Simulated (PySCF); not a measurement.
F2In, charge +1. Atoms are numbered in the order given.

```xyz
3

In     0.0000     0.0000     0.0000
F      0.0000     0.0000    -1.8422
F      0.0000     0.0000     1.8422
```
Charge +1, spin multiplicity 1.

Geometry optimised at PBE0-D3(BJ)/def2-TZVP. The multiplicity is an assumed one; other spin states were not compared. The isomer is the one that the SMILES or the coordinates give; other isomers of the formula were not compared. The def2 effective core potentials stand for the cores of In; spin–orbit coupling is left out.

Method: IEF-PCM-PBE0/def2-SVP (PySCF).

The values are the electrostatic part of the solvation free energy, E(continuum) − E(gas) at the gas-phase geometry, in a cavity of scaled van der Waals radii (PySCF's table); cavitation and dispersion terms are not included. A continuum can't describe solvent molecules that bind to the metal. In vacuum the orbital gap is 7.42 eV.

```tsv
solvent	ε	ΔG(elec) (kcal/mol)	gap (eV)
water	78.36	-83.7	7.85
tetrahydrofuran	7.43	-72.3	7.77
chlorobenzene	5.70	-68.5	7.74
```
